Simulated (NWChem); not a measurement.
C3H4F2O; SMILES O=C(C)C(F)F

```xyz
10

C      1.3453    -1.1029     0.0000
C     -0.1334    -0.8040     0.0000
O     -1.0120    -1.6395     0.0000
C     -0.5172     0.6857     0.0000
F      0.0218     1.2832     1.1046
F      0.0218     1.2832    -1.1046
H      1.5073    -2.1819     0.0000
H      1.8145    -0.6493    -0.8807
H      1.8145    -0.6493     0.8807
H     -1.6018     0.8254     0.0000
```
Atoms are numbered in this order, from 1.

Program: NWChem. Structure relaxed at the B3LYP/6-31G* (spherical d) level.

Q: Predict the results for PBE0/def2-SVP. Quantities: highest occupied level (eV); orbital gap (eV); dipole (D).

A: 
| Property | Result |
|---|---|
| highest occupied level (eV) | -7.84 |
| orbital gap (eV) | 6.56 |
| dipole (D) | 1.08 |
